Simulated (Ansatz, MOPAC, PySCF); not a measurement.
Dimer: HF (SMILES F) (first 2 atoms) with HI (SMILES I); geometry from B3LYP-D3(BJ)/def2-TZVP.
(charge 0, multiplicity 1):
| atom | x (Å) | y (Å) | z (Å) |
|---|---|---|---|
| F | 0.5518 | 0.6191 | -0.2611 |
| H | 0.2829 | -0.2134 | -0.5646 |
| I | -0.1377 | 0.2099 | 3.4196 |
| H | 0.2730 | 0.7310 | 1.9436 |

Interaction energies are E(AB) − E(A) − E(B) at the monomers' geometry in the complex; basis-set methods are counterpoise corrected. Rows marked so take none.

Cores are frozen in the correlated methods. Filled d and f shells under p-block atoms count as core. CBS: X⁻³ extrapolation of the correlation energy, Hartree–Fock from the larger set. Rows in 3-21G, STO-3G carry no dispersion term and start afresh at each structure; the Pople sets are all-electron and without relativity. The state reached by AM1, PM3, PM6, PM7 isn't checked; PM7 holds dispersion and hydrogen-bond terms.

Codes used: Ansatz (Gaussian orbitals); MOPAC for AM1, PM3, PM6, PM7 (differences of heats of formation); PySCF for 3-21G rows, STO-3G rows, the dispersion terms. Values without a source in brackets are computed. In def2 rows elements past Kr take small-core potentials, without spin–orbit coupling.

Other levels give for the interaction energy: PBE/def2-TZVPPD -1.55; B3LYP/def2-TZVPPD -0.98; B3LYP-D3(BJ)/def2-TZVPPD -1.62; wB97M-V/def2-TZVPPD -1.58; CCSD(T)/CBS(def2-TZVPPD, def2-QZVPPD) -1.55 kcal/mol.

**Question.** What do these common cheap choices give for the same quantity: AM1, PM3, PM6, PM7, HF/STO-3G (no counterpoise), HF/3-21G (no counterpoise), B3LYP/3-21G (no counterpoise)?

**Answer.** AM1 -1.03; PM3 0.75; PM6 0.29; PM7 0.44; HF/STO-3G (no counterpoise) -1.55; HF/3-21G (no counterpoise) -3.06; B3LYP/3-21G (no counterpoise) -6.09 kcal/mol. They span -6.09 to 0.75 kcal/mol.

Ansatz is an electronic-structure program.
